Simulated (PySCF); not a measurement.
Cl2Co, quartet, geometry from GFN2-xTB (such geometries of metal compounds can be far from the true shape); DF-B3LYP/6-31G* (PySCF).

The PySCF input:
```python
from pyscf import gto, scf, dft

mol = gto.Mole()
mol.atom = '''
    Co    0.00000000    0.00000000    0.00000000
    Cl   -0.00000000   -0.00000000   -1.94700374
    Cl    0.00000000    0.00000000    1.94700374
'''
mol.basis = '6-31g*'
mol.spin = 3
mol.verbose = 4
mol.build()

mf = dft.UKS(mol)
mf.xc = 'b3lyp'
mf = mf.density_fit(auxbasis='def2-universal-jkfit')
mf.kernel()
```

Task: Write the output that PySCF gives for this input, abridged.

Result: 
```
PySCF version 2.14.0

[INPUT] verbose = 4
[INPUT] num. atoms = 3
[INPUT] num. electrons = 61
[INPUT] charge = 0
[INPUT] spin (= nelec alpha-beta = 2S) = 3
[INPUT] symmetry False subgroup None
[INPUT] Mole.unit = angstrom
[INPUT] Symbol           X                Y                Z      unit          X                Y                Z       unit  Magmom
[INPUT]  1 Co     0.000000000000   0.000000000000   0.000000000000 AA    0.000000000000   0.000000000000   0.000000000000 Bohr   0.0
[INPUT]  2 Cl     0.000000000000   0.000000000000  -1.947003740000 AA    0.000000000000   0.000000000000  -3.679303832104 Bohr   0.0
[INPUT]  3 Cl     0.000000000000   0.000000000000   1.947003740000 AA    0.000000000000   0.000000000000   3.679303832104 Bohr   0.0

nuclear repulsion = 288.777455867907
number of shells = 28
number of NR pGTOs = 199
number of NR cGTOs = 70
basis = 6-31g*
ecp = {}

******** <class 'pyscf.df.df_jk.DFUKS'> ********
method = DFUKS
initial guess = minao
damping factor = 0
level_shift factor = 0
DIIS = <class 'pyscf.scf.diis.CDIIS'>
diis_start_cycle = 1
diis_space = 8
diis_damp = 0
SCF conv_tol = 1e-09
SCF conv_tol_grad = None
SCF max_cycles = 50
direct_scf = False
number electrons alpha = 32  beta = 29
XC library pyscf.dft.libxc version 7.1.2
    S. Lehtola, C. Steigemann, M. J. T. Oliveira, and M. A. L. Marques,  SoftwareX 7, 1–5 (2018)
XC functionals = b3lyp
    P. J. Stephens, F. J. Devlin, C. F. Chabalowski, and M. J. Frisch,  J. Phys. Chem. 98, 11623 (1994)
radial grids:
    Treutler-Ahlrichs [JCP 102, 346 (1995); DOI:10.1063/1.469408] (M4) radial grids

becke partition: Becke, JCP 88, 2547 (1988); DOI:10.1063/1.454033
pruning grids: <function nwchem_prune>
grids dens level: 3
symmetrized grids: False
atomic radii adjust function: <function treutler_atomic_radii_adjust>
small_rho_cutoff = 0
Set gradient conv threshold to 3.16228e-05
tot grids = 58664
******** <class 'pyscf.df.df.DF'> ********
auxbasis = def2-universal-jkfit
init E= -2302.31340090065

cycle= 1 E= -2285.02053885002  delta_E= 17.3  |g|= 3.85  |ddm|= 10.5

cycle= 2 E= -2256.26415250816  delta_E= 28.8  |g|= 6.57  |ddm|= 14.9

cycle= 3 E= -2295.03515278755  delta_E= -38.8  |g|= 4.54  |ddm|= 10.8
cycle= 4 E= -2297.45650327586  delta_E= -2.42  |g|= 3.83  |ddm|=  1.1
cycle= 5 E= -2297.8072625313  delta_E= -0.351  |g|= 3.83  |ddm|= 1.61
cycle= 6 E= -2301.19094539414  delta_E= -3.38  |g|=  2.5  |ddm|= 1.54
cycle= 7 E= -2300.85899606378  delta_E= 0.332  |g|= 2.68  |ddm|= 0.487
cycle= 8 E= -2301.63037848229  delta_E= -0.771  |g|= 2.21  |ddm|= 0.474
cycle= 9 E= -2301.77137705726  delta_E= -0.141  |g|= 1.99  |ddm|= 0.624

cycle= 10 E= -2302.30352591459  delta_E= -0.532  |g|= 1.43  |ddm|= 2.53
cycle= 11 E= -2303.06604072879  delta_E= -0.763  |g|= 0.101  |ddm|= 1.75
cycle= 12 E= -2303.07758734706  delta_E= -0.0115  |g|= 0.0339  |ddm|= 0.266
cycle= 13 E= -2303.07979005397  delta_E= -0.0022  |g|= 0.0235  |ddm|= 0.0985
cycle= 14 E= -2303.08131123743  delta_E= -0.00152  |g|= 0.00926  |ddm|= 0.0936
cycle= 15 E= -2303.08196179385  delta_E= -0.000651  |g|= 0.00539  |ddm|= 0.0696
cycle= 16 E= -2303.08220803039  delta_E= -0.000246  |g|= 0.0018  |ddm|= 0.0512
cycle= 17 E= -2303.08225682033  delta_E= -4.88e-05  |g|= 0.00118  |ddm|= 0.0324
cycle= 18 E= -2303.08225766954  delta_E= -8.49e-07  |g|= 0.000134  |ddm|= 0.00184
cycle= 19 E= -2303.0822578514  delta_E= -1.82e-07  |g|= 5.65e-05  |ddm|= 0.00209
cycle= 20 E= -2303.08225785346  delta_E= -2.07e-09  |g|= 2.53e-05  |ddm|= 0.000113
cycle= 21 E= -2303.08225785436  delta_E= -8.99e-10  |g|= 1.78e-05  |ddm|= 5.65e-05
Extra cycle  E= -2303.08225785479  delta_E= -4.27e-10  |g|= 3.97e-05  |ddm|= 6.21e-05
converged SCF energy = -2303.08225785479  <S^2> = 3.7581508  2S+1 = 4.0040733
```
